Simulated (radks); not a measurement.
Initial-state core-level shifts of the rhodium ion Rh+ when its valence configuration changes from [Kr] 4d8. All-electron calculation, non-relativistic Kohn-Sham, r2SCAN, spin-polarised, spherical densities, point nucleus; open shells are filled with parallel spins first (spin-orbit coupling, left out, can overturn this in heavy ions); meta-GGA in the generalised Kohn-Sham scheme; relativity is left out, which matters for an element this heavy. Program: a radial shooting solver on a logarithmic mesh with Libxc functionals. Shifts are changes of the shell-averaged eigenvalues in eV (positive: less bound); the change of the density at the nucleus, which sets a Mossbauer isomer shift, is in e/bohr^3, on a base of 6.376e+04.

valence               2s       3s       3d       4p  density at nucleus
4d7.5 5p0.5       -3.019   -3.003   -3.010   -2.736              +0.754
4d7 5p1           -6.064   -6.020   -6.036   -5.416              +1.659
4d5 5p3          -18.809  -18.506  -18.584  -15.814              +6.739
4d7 5s0.5 5p0.5   -5.439   -5.385   -5.402   -4.765              +6.699
4d6.5 5s0.5 5p1   -8.553   -8.459   -8.487   -7.439              +8.035
4d6 5s1 5p1      -11.138  -10.979  -11.022   -9.476             +15.432
4d5 5s0.5 5p2.5  -18.260  -17.950  -18.027  -15.267             +13.273
4d6 5s0.5 5p1.5  -11.726  -11.576  -11.618  -10.078              +9.624
4d7 5s1           -4.809   -4.746   -4.764   -4.108             +11.880
